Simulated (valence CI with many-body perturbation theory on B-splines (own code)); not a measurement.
**Cu⁸⁺: what the settings do**

Calculated by valence CI with perturbative core correlation (CI+MBPT): three valence electrons over a frozen Dirac-Fock core [Ar], radial functions for each j: 6 s, 6 p, 5 d, 5 f, 1 g, with the one-electron correlation potential Σ1 (screened to all orders), the two-electron term Σ2, the three-electron term Σ3, Breit, model QED; selected single and double excitations, second order for the rest, scaled by the run's own slope (own B-spline code, finite nucleus).

No measured spectrum was set against this ion. As an estimate, terms of the open shell hold to 2 to 4 % of their energy, and close levels can change places; different configurations can be misplaced against each other by 1,000 to 8,000 cm⁻¹. The list stops below the first excitations out of the core. Only levels of the ground parity were solved; by the run's estimate the other parity begins above the list, which can be wrong where configurations are misplaced.

The reference run has the lowest level 3d3 4F_3/2 and an ionisation energy of 198.305 eV. Its largest variational space holds 3085 state functions.

Names give the largest LS component (configuration and term), which can be under half, so a name can repeat, a term be missing and a line seem to break the LS rules; names also repeat where a configuration has a term twice. Letters in brackets count levels of one name in rising energy.

Changed runs:
A. size limit of the variational space 10000 → 3000
B. box radius (bohr) 12.734 → 8.62
C. correlating orbitals by l 3 3 3 3 1 → 3 5 3 0 2; lowest core n in screening and Σ2 1 → 3
D. highest l in the core sums 6 → 2 (bad on purpose)

Excitation energies of the reference run in cm⁻¹, and shifts in cm⁻¹:

```
                 Level  Reference     A         B       C       D
            3d3 4F_5/2       1238     0         0    -3.0     +34
            3d3 4F_7/2       2828     0         0    -4.8     +68
            3d3 4F_9/2       4675     0         0    -3.8     +95
            3d3 4P_1/2      26500     0      +0.1    +418   -1837
            3d3 4P_3/2      26785     0      +0.1    +430   -1921
            3d3 4P_5/2      28566     0      +0.1    +428   -1786
            3d3 2G_7/2      28621     0      +0.2    +384    +467
            3d3 2G_9/2      30034     0      +0.2    +379    +602
        3d3 2D_3/2 [a]      36834     0      +0.3    +699   -3456
            3d3 2P_1/2      37785  -0.1      +0.3    +539   -3291
            3d3 2H_9/2      39319     0      +0.3    +380   +2660
           3d3 2H_11/2      40154     0      +0.3    +378   +2790
Ionisation energy (eV)    198.305     0  +0.00016  -0.068  -0.773
```
